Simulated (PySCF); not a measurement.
**SMILES C(=C=CC)=C=C(C)C#N, C8H7N**

Geometry:
```tsv
atom	x (Å)	y (Å)	z (Å)
C1	3.701	-0.631	0.005
C2	2.702	0.299	0.617
C3	1.395	0.202	0.492
C4	0.121	0.100	0.363
C5	-1.145	0.007	0.232
C6	-2.466	-0.099	0.106
C7	-3.337	-0.887	1.049
C8	-3.105	0.569	-0.988
N9	-3.656	1.097	-1.863
H10	4.322	-1.097	0.787
H11	3.215	-1.424	-0.577
H12	4.385	-0.076	-0.657
H13	3.091	1.133	1.219
H14	-3.862	-1.690	0.508
H15	-4.103	-0.237	1.500
H16	-2.732	-1.333	1.848
```

Method used: quadratic response CAM-B3LYP/aug-cc-pVDZ first hyperpolarisability, Taylor convention, gas phase (PySCF). Geometry: PBE0-D3(BJ)/def2-SVP.

(1) Give the tensor of the second harmonic β(−2ω;ω,ω) at 1907 nm in the axes of these coordinates.

Answers

(1) In au, Taylor convention; rows are the first index (the induced dipole):
```tsv
	xx	yy	zz	xy	xz	yz
x	-209.0	-16.0	+5.5	-95.4	+0.7	-20.1
y	-90.5	+16.6	-9.6	-15.1	-18.5	+3.1
z	-3.0	+3.0	-9.4	-19.3	+5.0	-10.0
```
Norm of βᵢ = ⅓ Σⱼ (βᵢⱼⱼ + βⱼᵢⱼ + βⱼⱼᵢ): 236.0 au, hyper-Rayleigh value 106.1 au.
